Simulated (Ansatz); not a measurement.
Reaction (formal hydrolysis of the Si–P bond): `C=C(O)[SiH2]P` + H₂O → `C=C(O)[SiH2]O` + PH₃

Computed with Ansatz on PBE0-D4/def2-TZVP structures; ΔE is electronic, products minus reactants. CBS: MP2 limit from def2 TZ/QZ plus the TZ coupled-cluster correction, frozen cores. This one scheme is used for every species. Functionals use def2-TZVPP. HSE06 is defined as in plane-wave codes. Each species was taken in one conformer, which may not be the lowest.

(1) Is it downhill or uphill in electronic energy at CCSD(T)/CBS, and by how much? (An estimate is asked.)

(2) What do these levels give: LDA (SPW92), r2SCAN0-D4, revPBE, BLYP, r2SCAN, r2SCAN0, HSE06, BHLYP, RPA@PBE/def2-TZVPP, CCSD(T)/def2-SVP, HF/def2-TZVPP, CCSD/def2-TZVPP? (Best estimate.)

Largest T1 diagnostic among the species: 0.013.

Results:

(1) The calculation gave: Downhill: ΔE = -66.2 kJ/mol.

(2) The calculation gave: LDA (SPW92) -57.8, r2SCAN0-D4 -67.1, revPBE -56.6, BLYP -76.5, r2SCAN -67.6, r2SCAN0 -68.8, HSE06 -60.1, BHLYP -85.2, RPA@PBE/def2-TZVPP -74.2, CCSD(T)/def2-SVP -69.6, HF/def2-TZVPP -96.0, CCSD/def2-TZVPP -75.0 kJ/mol.

From BLYP to BHLYP (50 % exact exchange), in def2-TZVPP and without D4, ΔE moves by −8.6 kJ/mol. At CCSD(T), def2-SVP lies −3.4 kJ/mol from the extrapolated value and def2-TZVPP −4.5 kJ/mol.
